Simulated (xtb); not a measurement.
Harmonic IR lines of one isomer of C7H14OSi, unscaled. Method: GFN2-xTB (xtb).

wavenumber (cm⁻¹): 164 (w), 564 (m), 629 (w), 726 (m), 764 (m), 826 (m), 836 (s), 859 (w), 864 (m), 949 (vw), 993 (w), 1765 (s), 2161 (vs), 2272 (s), 2331 (s), 2769 (m), 2866 (w), 2933 (w), 2954 (w), 2969 (w), 2977 (m), 2983 (m)

Task: Which structure gives these lines?
A) `O=C[C@@H]1CCC[C@H]([SiH3])C1`
B) `O=CC1([SiH3])CCCCC1`
C) `O=C[C@@H]1CCC[C@@H]([SiH3])C1`
D) `O=C[C@@H]1CCCC[C@@H]1[SiH3]`

Result: D, `O=C[C@@H]1CCCC[C@@H]1[SiH3]`
